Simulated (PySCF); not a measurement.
**ORD: `C[C@H]1[C@H](F)[C@@H]1[Si@H](C)Cl`, C5H10ClFSi**

Geometry (Å), atoms numbered from 1 in this order:
```xyz
18

C    -2.2993    0.4093    0.9860
C    -0.9836   -0.1613    0.5235
C    -0.9381   -1.0990   -0.6303
F    -0.0603   -2.1484   -0.5776
C    -0.3784    0.2808   -0.7927
Si    1.4854    0.5250   -1.0028
C     2.4662   -0.1646    0.4660
Cl    1.7881    2.5297   -1.1228
H    -2.9623    0.5796    0.1407
H    -2.1396    1.3580    1.4948
H    -2.7892   -0.2739    1.6776
H    -0.2862   -0.3734    1.3242
H    -1.8393   -1.4056   -1.1467
H    -1.0047    0.9429   -1.3804
H     1.9097   -0.0710   -2.2713
H     2.2368   -1.2130    0.6289
H     2.2513    0.3769    1.3846
H     3.5348   -0.0858    0.2863
```

Method used: TDDFT CAM-B3LYP/def2-SVPD circular dichroism and optical rotation, one conformer, gas phase (PySCF 2.14.0). Geometry: GFN2-xTB.

The molecule is flexible and this is one conformer; a measurement averages over conformers. Singlets 12 and 13 lie within 0.01 eV of each other, so their separate moments and overlaps can depend on how they mix.

Stereocentres: C2 S, C3 S, C5 R, Si6 S.

(1) Give the optical rotatory dispersion at 633, 589.3, 546, 436, 405, 365, 355 nm.

(2) And for the mirror image at 589.3 nm?

(3) What is the molar rotation [Φ] = [α]·M/100 of the geometry above at 589.3 nm?

## Answers

(1) [α] in deg dm⁻¹ (g/mL)⁻¹:
| λ (nm) | origin-invariant length gauge | modified velocity gauge | length gauge (centre of mass) | isotropic polarisability (au) |
| --- | --- | --- | --- | --- |
| 633 | -40.2 | -35.7 | -40.0 | 97.7 |
| 589.3 | -47.1 | -41.8 | -46.8 | 98.0 |
| 546 | -55.8 | -49.6 | -55.5 | 98.4 |
| 436 | -94.3 | -83.9 | -93.8 | 100.0 |
| 405 | -113.0 | -100.7 | -112.4 | 100.8 |
| 365 | -147.6 | -131.7 | -146.8 | 102.1 |
| 355 | -159.0 | -141.9 | -158.1 | 102.5 |

(2) +47.1 deg dm⁻¹ (g/mL)⁻¹ (origin-invariant length gauge): the same size and the opposite sign.

(3) With M = 152.67 g/mol, -71.9 deg cm² dmol⁻¹ (origin-invariant length gauge).

The first excitation lies at 7.64 eV (162 nm) with R = -9.1 × 10⁻⁴⁰ esu² cm² (velocity form).
